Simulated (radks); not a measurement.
Results of a calculation; reference values are marked as such.
Problem. These are the eigenvalues of the occupied orbitals of an atom or ion with whole-number occupations (eV). Level of theory: scalar-relativistic Kohn-Sham, PBE, spin-unpolarised, spherical densities, finite nucleus; Fermi nuclear charge, rms radius of each element as measured or else 0.836 A^(1/3) + 0.57 fm (a radial shooting solver on a logarithmic mesh with Libxc functionals).

| orbital | eigenvalue |
|---|---|
| 1s | -69477.62 |
| 2s | -11998.61 |
| 2p | -10496.78 |
| 3s | -2769.159 |
| 3p | -2324.193 |
| 3d | -1811.700 |
| 4s | -577.1884 |
| 4p | -431.1848 |
| 4d | -245.9245 |
| 5s | -86.5261 |
| 5p | -50.7194 |
| 4f | -40.6957 |
| 6s | -12.1779 |
| 5d | -11.7290 |

Which element is it, and in what charge state? The configuration may be excited.

Solution. Z = 74, tungsten, charge +1: W+ in [Xe] 4f14 5d4 6s1. The list shows which subshells hold electrons but not how many an open one holds; the 1s level, -2553.3 hartree, gives Z - s = 71.5 by -(Z - s)^2/2, which with screening and relativity narrows Z to a few neighbours, and the depths of the outer levels then fix element, charge and occupations together.
